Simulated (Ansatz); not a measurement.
A nudged elastic band was laid between two geometries of a periodic cell of 20 atoms, HC₁₈N (surface graphene monolayer, adsorbate NH).

All numbers below come from Ansatz, DFT PBEsol, scalar-relativistic, plane waves, PAW. Settings: cutoff 420 eV, k mesh 2x2x1, fermi-dirac smearing 0.05 eV, no spin polarisation.

| Quantity | Value |
| --- | --- |
| movable images | 5 |
| climbing image | yes |
| spring | 5.0 eV/Å² |
| optimiser | quadratic models (default) |
| start path | IDPP |
| force threshold | 0.03 eV/Å |
| iteration limit | 66 |
| end points | relaxed |

Image 0:

```xyz
20
Lattice="7.3980 0.0000 0.0000 -3.6990 6.4069 0.0000 0.0000 0.0000 11.0000" Properties=species:S:1:pos:R:3
C 0.040 0.068 1.329
C 1.262 0.821 1.031
C -1.237 2.264 1.031
C -0.018 2.939 1.004
C -2.470 4.357 0.932
C -1.233 5.072 0.941
C 2.469 0.096 0.933
C 3.692 0.800 0.932
C 1.238 2.214 1.004
C 2.472 2.932 0.951
C -0.013 4.367 0.951
C 1.222 5.085 0.999
C 4.903 0.075 1.029
C 6.120 0.829 1.328
C 3.692 2.229 0.940
C 4.930 2.947 0.932
C 2.476 4.361 0.999
C 3.695 5.043 1.029
N 6.802 0.489 2.597
H 6.328 -0.332 2.999
```

Image 6:

```xyz
20
Lattice="7.3980 0.0000 0.0000 -3.6990 6.4069 0.0000 0.0000 0.0000 11.0000" Properties=species:S:1:pos:R:3
C 0.106 0.040 1.007
C 1.309 0.737 1.068
C -1.145 2.191 1.478
C 0.103 2.884 1.169
C -2.362 4.262 0.989
C -1.153 5.000 1.035
C 2.542 0.013 1.005
C 3.774 0.730 1.025
C 1.309 2.168 1.117
C 2.539 2.879 1.019
C 0.080 4.280 1.042
C 1.307 4.993 0.950
C 4.984 0.000 1.013
C 6.243 0.657 1.312
C 3.779 2.158 1.048
C 4.996 2.880 1.145
C 2.520 4.274 0.917
C 3.791 4.999 0.652
N 6.263 1.292 2.603
H 7.516 -1.353 -0.474
```

Task: What changes between the two ends?

Result: Contacts lost: C1–N19, N19–H20. Contacts made: C3–N19, C18–H20. The atom that moves furthest is H20, by 3.81 Å.

Task: What energy profile does the band end with?

Result: It converged. The highest image is number 4 of 0 to 6, 6.35 eV above the first end and 3.57 eV above the last; the last end lies 2.78 eV above the first. The profile has 2 maxima (images 1, 4) with wells between them (image 2): this band takes more than one step, which may be the mechanism or a detour left from its start path. Neighbouring images differ by up to 3.7 eV, so the band resolves the path poorly. By the program's own check the climbing image is of a kind that is not told: the force calls were inconclusive, a negative curvature could not be distinguished from the path's own, the only one lies far off the path, or fixed occupations may fill a level only in part (lowest curvatures found: -11.63 and 1.52 eV/Å²). Limits of this set-up: coarse k mesh, slab without dipole correction.

```csv
image,path coordinate (Å),energy (eV),C1–N19 (Å),N19–H20 (Å),C3–N19 (Å)
0,0.00,0.00,1.48,1.03,2.45
1,1.93,0.43,2.38,1.05,1.53
2,3.86,0.05,2.54,1.03,1.48
3,5.79,2.65,2.42,2.31,1.47
4,7.72,6.35,2.44,3.48,1.45
5,8.72,3.78,2.34,3.70,1.45
6,9.73,2.78,2.38,4.25,1.44
```

Task: What is the geometry of the highest image?

Result: 
```xyz
20
Lattice="7.3980 0.0000 0.0000 -3.6990 6.4069 0.0000 0.0000 0.0000 11.0000" Properties=species:S:1:pos:R:3:forces:R:3
C -0.006 0.023 0.987 0.00 0.00 0.00
C 1.235 0.738 0.982 0.00 0.00 0.00
C -1.235 2.190 1.362 0.00 0.00 0.00
C 0.017 2.860 1.043 0.00 0.00 0.00
C -2.469 4.239 0.948 0.00 0.00 0.00
C -1.221 4.978 0.968 0.00 0.00 0.00
C 2.482 -0.002 0.968 0.00 0.00 0.00
C 3.705 0.708 1.017 0.00 0.00 0.00
C 1.224 2.163 1.006 0.00 0.00 0.00
C 2.465 2.858 0.972 0.00 0.00 0.00
C 0.008 4.271 0.961 0.00 0.00 0.00
C 1.218 4.986 0.955 0.00 0.00 0.00
C 4.899 -0.013 1.049 0.00 0.00 0.00
C 6.139 0.665 1.382 0.00 0.00 0.00
C 3.696 2.143 1.018 0.00 0.00 0.00
C 4.903 2.840 1.049 0.00 0.00 0.00
C 2.446 4.264 0.953 0.00 0.00 0.00
C 3.682 4.950 0.922 0.00 0.00 0.00
N 6.188 1.414 2.586 0.00 0.00 0.00
H 8.413 -0.668 0.915 0.00 0.00 0.00
```

The run took 23 min on 1 thread of AMD EPYC 7R43 64-Core Processor (Zen 3), on a shared host, peak memory 1 GiB.
